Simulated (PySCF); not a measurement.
C$_{2}$H$_{8}$AsGa, charge +1, doublet, at a GFN2-xTB geometry (such geometries of metal compounds can be far from the true shape) (a state made from the parent by changing its charge; the spin is typed, not shown lowest). Base run: PySCF with TPSS/STO-3G.

Geometry (Å):
```xyz
12

Ga     0.5053    -0.7691     0.4286
C      2.1808    -1.0082    -0.7484
H      2.9394    -1.5700    -0.1953
H      2.5738    -0.0218    -1.0176
H      1.9160    -1.5573    -1.6578
C     -0.6639    -1.3296     2.0311
H     -1.4606    -1.9980     1.6889
H     -1.1051    -0.4350     2.4841
H     -0.0474    -1.8519     2.7689
As    -0.8169     1.3355    -0.6807
H     -2.0768     0.5184    -0.5641
H     -0.5491     0.7152    -2.0266
```
Charge +1, spin multiplicity 2.
Orbitals are unrestricted.
All else is at PySCF's defaults.
Base energy -4192.72160 Eh.

The base run was repeated with changes; each row names its change, and settings that it needs were set with it.

```csv
change,ΔE vs base (mEh),grid points,electrons on the grid,outcome
base,0.000,148032,83.00000,converged
grids.radi_method = delley,0.006,158136,83.00000,converged
grids.radi_method = mura_knowles,0.005,140864,83.00000,converged
grids.level = 2,-0.006,91760,83.00000,converged
"grids.atom_grid = (30, 110)",-24.446,29544,83.00134,converged
small_rho_cutoff = 0,0.000,148032,83.00000,converged
grids.level = 5,0.016,364288,83.00000,converged
"grids.atom_grid = (99, 590)",-,-,-,not converged
grids.becke_scheme = stratmann,0.012,148032,82.99999,converged
grids.level = 1,0.003,44888,83.00001,converged
grids.level = 0,-52.049,12008,83.00157,converged
```

Open shells are given as the SCF converged; they aren't shown to be the lowest states, and a large step between rows can be another state.
